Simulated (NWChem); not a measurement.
**Correlation energy of In (+1)**

```
In
```
Charge +1, spin multiplicity 1.

Program: NWChem.

Basis set: def2-SVP. Each correlation energy counts from its own Hartree-Fock reference.

Effective core potentials replace the inner electrons of In; spin-orbit coupling is left out. The correlated methods keep 4 core orbitals frozen. Coupled-cluster values serve here as a point of comparison, not as the truth.

**Question.** For the correlation energy, MP2 gives -42.8 mHa and SCS-MP2 gives -45.7 mHa. What do CCSD, CCSD+T(CCSD), CCSD(T) give?

**Answer.** CCSD: -56.0 mHa; CCSD+T(CCSD): -57.5 mHa; CCSD(T): -57.4 mHa.
